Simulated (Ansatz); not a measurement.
CH5GaN (SMILES [CH3][Ga+][NH2]), charge +1, singlet, geometry from GFN2-xTB (such geometries of metal compounds can be far from the true shape); WB97X/cc-pVDZ run with Ansatz (a first-principles code).

Ansatz was given this input:
Ansatz 0.2 input:
```yaml
crystal:
  periodic: [false, false, false]
  atoms:
    - {symbol: Ga, position_ang: [-0.02078167, -0.04139309, 0.01871991]}
    - {symbol: C, position_ang: [-0.32965711, 1.59034736, -1.18372534]}
    - {symbol: H, position_ang: [-1.18371196, 2.14260301, -0.78054048]}
    - {symbol: H, position_ang: [-0.53325475, 1.22375778, -2.19427313]}
    - {symbol: H, position_ang: [0.58532729, 2.19041600, -1.15293618]}
    - {symbol: N, position_ang: [0.45638313, -1.42157676, 1.12474740]}
    - {symbol: H, position_ang: [0.54897475, -2.36245116, 0.73536416]}
    - {symbol: H, position_ang: [0.01015732, -1.50218645, 2.04118885]}
basis:
  gaussian:
    orbitals: cc-pVDZ
hamiltonian:
  xc: {name: wB97X}
total_charge: 1
```

The log (banner, timings and long lists left out):

```
Functional definition: wB97X
808 factors; integrals over basis functions are off by at most 1.1e-3 eV
249 factors; integrals over basis functions are off by at most 4.4e-6 eV
mean field evaluation 1: about -54967.9101 eV, gradient 7.2e1 eV
mean field evaluation 2: about -54965.3420 eV, gradient 7.7e1 eV
mean field evaluation 4: about -54979.2129 eV, gradient 3.1e0 eV
mean field evaluation 8: about -54979.3090 eV, gradient 1.4e-1 eV
mean field evaluation 16: about -54979.3091 eV, gradient 4.3e-5 eV
mean field -54979.30906776 eV, -2020.4523419261 hartree, gradient 4.3e-5 eV, S^2 0.000000; 0 other end points of the search recorded, 0 dependent functions left out
reference -54979.30903768 eV, -2020.4523408208 hartree; 24, 24 occupied and 56, 56 virtual orbitals, 808 factors
Total energy: -54979.30903768 eV, -2020.4523408208 hartree
```
